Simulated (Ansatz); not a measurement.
Al₇As₇, relaxed as a singlet with RKS PBE-D4/def2-SVP in Ansatz, starting from the GFN2-xTB geometry. Force threshold 0.03 eV/Å.

Start:

```xyz
14

Al   -2.743   -1.178   -0.702
Al    1.830   -1.055   -1.424
Al   -0.178   -1.589    0.361
Al    2.120   -0.392    1.246
Al   -0.133    1.164    1.163
Al   -2.705    1.444    0.066
Al    1.871    1.596   -0.659
As   -1.031   -2.397   -1.710
As   -4.542   -0.002    0.227
As    2.558   -2.540    0.298
As    2.638    1.915    1.580
As   -0.954    2.970   -0.152
As    1.762    0.797   -2.859
As   -0.492   -0.731    2.565
```

```json
{"step": "1", "energy (eV)": "-471923.5583", "largest force component (eV/Å)": "1.447", "SCF passes": "31"}
{"step": "2", "energy (eV)": "-471924.6615", "largest force component (eV/Å)": "0.937", "SCF passes": "29"}
{"step": "3", "energy (eV)": "-471925.2042", "largest force component (eV/Å)": "0.483", "SCF passes": "29"}
{"step": "4", "energy (eV)": "-471925.5035", "largest force component (eV/Å)": "0.295", "SCF passes": "28"}
{"step": "5", "energy (eV)": "-471925.6576", "largest force component (eV/Å)": "0.215", "SCF passes": "30"}
{"step": "6", "energy (eV)": "-471925.7826", "largest force component (eV/Å)": "0.184", "SCF passes": "30"}
{"step": "7", "energy (eV)": "-471925.9097", "largest force component (eV/Å)": "0.220", "SCF passes": "30"}
{"step": "8", "energy (eV)": "-471926.0183", "largest force component (eV/Å)": "0.261", "SCF passes": "24"}
{"step": "9", "energy (eV)": "-471926.1393", "largest force component (eV/Å)": "0.356", "SCF passes": "23"}
{"step": "10", "energy (eV)": "-471926.2752", "largest force component (eV/Å)": "0.417", "SCF passes": "24"}
{"step": "11", "energy (eV)": "-471926.4325", "largest force component (eV/Å)": "0.417", "SCF passes": "23"}
{"step": "12", "energy (eV)": "-471926.6084", "largest force component (eV/Å)": "0.366", "SCF passes": "24"}
{"step": "13", "energy (eV)": "-471926.7658", "largest force component (eV/Å)": "0.240", "SCF passes": "29"}
{"step": "14", "energy (eV)": "-471926.8534", "largest force component (eV/Å)": "0.377", "SCF passes": "28"}
{"step": "15", "energy (eV)": "-471926.9021", "largest force component (eV/Å)": "0.107", "SCF passes": "24"}
{"step": "16 (rejected)", "energy (eV)": "-471926.8893", "largest force component (eV/Å)": "0.152", "SCF passes": "24"}
{"step": "17", "energy (eV)": "-471926.9155", "largest force component (eV/Å)": "0.026", "SCF passes": "22"}
{"step": "18", "energy (eV)": "-471926.9169", "largest force component (eV/Å)": "0.018", "SCF passes": "23"}
{"step": "19", "energy (eV)": "-471926.9172", "largest force component (eV/Å)": "0.011", "SCF passes": "24"}
```

Force components are those of the run's own axes.

End:

```xyz
14

Al   -1.974   -0.943   -1.465
Al    0.981   -1.463   -1.570
Al    0.075   -2.295    0.810
Al    2.114   -0.465    1.497
Al    0.133    1.506    1.909
Al   -1.934    1.634   -0.721
Al    1.035    2.047   -0.556
As   -0.911   -3.078   -1.336
As   -3.859    0.346   -0.993
As    2.484   -2.404    0.121
As    2.550    1.897    1.364
As   -0.812    3.340    0.519
As    0.115    0.678   -2.350
As    0.001   -0.800    2.770
```

Bonds formed: Al1–As13, Al2–As8, Al6–As13, Al7–As12 (atoms count from 1). Metal–metal contacts that move far: Al2–Al7 2.76 to 3.65 Å, Al4–Al7 2.76 to 3.42 Å, Al2–Al4 2.77 to 3.42 Å.

The force fell under the threshold at step 17, but the optimiser went on. No frequencies were taken in this run, so the end may be a saddle point.

It took 2 min on 2 threads of AMD EPYC 7R13 on a shared host and a share (18 GiB) of an NVIDIA H100 80GB HBM3.
